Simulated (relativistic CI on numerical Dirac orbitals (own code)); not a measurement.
**How well does a small relativistic CI reproduce W VI?**

Calculated at this level of theory: Dirac-Coulomb-Breit CI, separate exchange-only KLI orbitals for each configuration, a model potential for QED, valence Slater integrals scaled by 0.85, P86 correlation estimate, and configurations built on the next ion tied to the tabulated ionisation energy (semi-empirical) (own radial code, finite nucleus).

Configurations in the expansion (outside the closed core [Kr] 4d10): 4f14.5s2.5p6.5d, 4f14.5s2.5p6.6s, 4f14.5s2.5p6.6p, 4f14.5s2.5p6.6d, 4f14.5s2.5p6.7s, 4f14.5s2.5p6.5f, 4f14.5s2.5p6.6f, 4f14.5s2.5p6.5g, 4f14.5s2.5p5.5d2, 4f14.5s2.5p6.7p, 4f13.5s2.5p6.5d2, 4f12.5s2.5p6.5d3, 4f14.5s2.5p4.5d3, 4f14.5s2.5p6.7d, 4f14.5s2.5p5.5d.5f, 4f13.5s2.5p6.5d.6s, 4f14.5s2.5p6.7f, 4f14.5s.5p6.5d2, 4f14.5s2.5p5.5d.5g, 4f14.5s2.5p5.5d.6s, 4f13.5s2.5p6.5d.6p, 4f13.5s2.5p6.6s2, 4f13.5s2.5p5.5d3, 4f13.5s2.5p6.5f.6p. Levels of other configurations are missing.

| Configuration | Term (tabulated) | J | Measured (cm⁻¹) | Computed | Error | Purity (%) |
| --- | --- | --- | --- | --- | --- | --- |
| 4f14.5s2.5p6.5d | 2D | 3/2 | 0.0 | 0 | 0 | 98 |
| 4f14.5s2.5p6.5d | 2D | 5/2 | 8709.3 | 8223 | -487 | 98 |
| 4f14.5s2.5p6.6s | 2S | 1/2 | 79431.3 | 86599 | 7168 | 100 |
| 4f14.5s2.5p6.6p | 2P° | 1/2 | 147553.1 | 151235 | 3682 | 99 |
| 4f14.5s2.5p6.6p | 2P° | 3/2 | 165036.7 | 168117 | 3080 | 99 |
| 4f14.5s2.5p6.5f | 2F° | 5/2 | 261681.0 | 265302 | 3621 | 96 |
| 4f14.5s2.5p6.6d | 2D | 3/2 | 261694.6 | 264105 | 2411 | 100 |
| 4f14.5s2.5p6.5f | 2F° | 7/2 | 262430.0 | 265906 | 3476 | 97 |
| 4f14.5s2.5p6.6d | 2D | 5/2 | 264411.7 | 266753 | 2341 | 100 |

Measured levels from measured levels as listed in J. Phys. B 45, 035002 (2012); pairs were made by configuration, J and term (by order where the table uses no LS term), so strongly mixed levels may be paired wrongly.

Mean error by configuration (cm⁻¹): 4f14.5s2.5p6.5d -487; 4f14.5s2.5p6.6s 7168; 4f14.5s2.5p6.6p 3381; 4f14.5s2.5p6.5f 3549; 4f14.5s2.5p6.6d 2376. Over the excited levels the mean absolute error is 3283 cm⁻¹ (8 of the 8 excited levels that our extract of the source holds in range could be paired), and the median relative error of those above 1,000 cm⁻¹ is 1.6 %.
